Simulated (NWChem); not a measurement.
Species: silylphosphine (SiPH5); SMILES [SiH3]P

All runs: NWChem. Structure relaxed at the B3LYP/6-31G* (spherical d) level. Level B3LYP/def2-SVPD: energy and gradient; each run changes one setting, and changes count from the defaults (medium grid, exact Coulomb integrals, symmetry on).

| setting | size of the energy change (μHa) | largest change of a gradient component (μHa/bohr) | time, defaults = 1 (rough) |
|---|---|---|---|
| defaults | < 10 | < 30 | about 1 |
| tight SCF thresholds and tolerances | < 10 | < 30 | about 1 |
| Becke weights | < 10 | 60 | about 1 |
| extra-fine grid | < 10 | 60 | 2 |
